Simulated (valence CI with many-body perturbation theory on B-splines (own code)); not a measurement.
Hyperfine factors and g values of Cr XI

Computed by valence CI with perturbative core correlation (CI+MBPT): four valence electrons over a frozen Dirac-Fock core [Ne], a basis of 11 s, 11 p, 9 d, 7 f, 5 g, 2 h, 1 i functions for each j, with the one-electron correlation potential Σ1 (screened to all orders), the two-electron term Σ2, the three-electron term Σ3, Breit, model QED; selected single and double excitations, second order for the rest, scaled by the run's own slope (own B-spline code, finite nucleus).

No measured levels were compared; by estimate levels of excited configurations hold to 0.05 to 0.15 % of their energy, terms of the ground configuration to about 0.5 %.

A/g_I is the dipole constant over the nuclear g factor μ/I (μ in nuclear magnetons, uniformly magnetised nucleus), B/Q the quadrupole constant per barn. Both hold the static response of the core; the bare values leave it out. Large factors of s and p1/2 electrons are usually good to 5 to 10 %; those of open d and f shells near neutrality can be off by tens of per cent, and small factors of p3/2, d and f electrons come from cancelling terms and can be off by a factor of two or in sign, in half-filled shells by more. B is blank for J = 1/2, where it vanishes, and for nearly pure S terms. Energies count from the lowest level. Levels with J = 0 are left out.

Names give the largest LS component (configuration and term), which can be under half, so a name can repeat, a term be missing and a line seem to break the LS rules; names also repeat where a configuration has a term twice. Letters in brackets count levels of one name in rising energy.

```csv
Level,E (cm⁻¹),g,A/g_I (MHz),A/g_I bare,B/Q (MHz/b),B/Q bare
3s2.3p2 3P_1,5538,1.501,59.2,204,2840,2690
3s2.3p2 3P_2,12003,1.475,4510,4380,-4960,-4700
3s2.3p2 1D_2,37102,1.025,5180,4930,10600,10000
3s.3p3 5S°_2,178210,1.998,14500,13900,,
3s.3p3 3D°_1,242350,0.519,-8770,-8210,1450,1380
3s.3p3 3D°_2,242460,1.177,7850,7460,2960,2800
3s.3p3 3D°_3,243930,1.333,13100,12400,-652,-607
3s.3p3 3P°_1,278500,1.483,18300,17400,-1760,-1660
3s.3p3 3P°_2,278790,1.477,14100,13400,-3080,-2920
3s.3p3 1D°_2,306580,1.014,4730,4520,-1920,-1800
3s.3p3 3S°_1,356830,1.831,-10600,-9410,-16.1,-13.8
3s2.3p.3d 3F°_2,368690,0.668,4320,4140,4320,4170
3s.3p3 1P°_1,372890,1.167,1320,1400,100,99.5
3s2.3p.3d 3F°_3,373050,1.083,2650,2630,4620,4460
3s2.3p.3d 3F°_4,379370,1.250,1500,1550,6640,6400
3s2.3p.3d 3P°_2 [a],419050,1.252,1680,1760,-108,-53.4
3s2.3p.3d 3P°_1,425450,1.298,-987,-657,1170,1130
3s2.3p.3d 3P°_2 [b],427210,1.203,1440,1490,-516,-442
3s2.3p.3d 3D°_1,434280,0.703,1050,1080,-3170,-3010
3s2.3p.3d 3D°_2,436220,1.209,2460,2500,-3930,-3730
3s2.3p.3d 3D°_3,436610,1.331,2870,2880,-4150,-3870
3s2.3p.3d 1F°_3,478680,1.001,2240,2210,6500,6280
3s2.3p.3d 1P°_1,490630,0.997,-873,-668,853,849
3p4 3P_2,513980,1.461,4680,4680,2240,2130
3p4 3P_1,521930,1.500,2790,2920,-1600,-1520
3p4 1D_2,532150,1.039,5580,5330,-8940,-8470
3s.3p2.3d 5F_1,541540,0.010,-10900,-10300,-690,-620
3s.3p2.3d 5F_2,542980,1.009,1860,1900,300,314
3s.3p2.3d 5F_3,545220,1.257,5030,4920,309,345
3s.3p2.3d 5F_4,548360,1.353,6410,6220,-955,-818
3s.3p2.3d 5F_5,552420,1.399,7490,7220,-4870,-4490
3s.3p2.3d 5D_1,560550,1.491,9040,8740,-2640,-2520
3s.3p2.3d 5D_2,561310,1.489,8830,8540,-2650,-2520
3s.3p2.3d 5D_3,562460,1.487,8530,8240,-679,-632
```

Problem. Take the isotope of mass number 53, with I = 3/2, μ = -0.47431 μN and Q = -0.15 b. What is the hyperfine structure of 3s.3p3 3D°_3?

Solution. From the table A = -4150 MHz, B = 97.8 MHz. Shifts from the centre of gravity in MHz: F = 3/2: 25000, F = 5/2: 14500, F = 7/2: -48.9, F = 9/2: -18700.
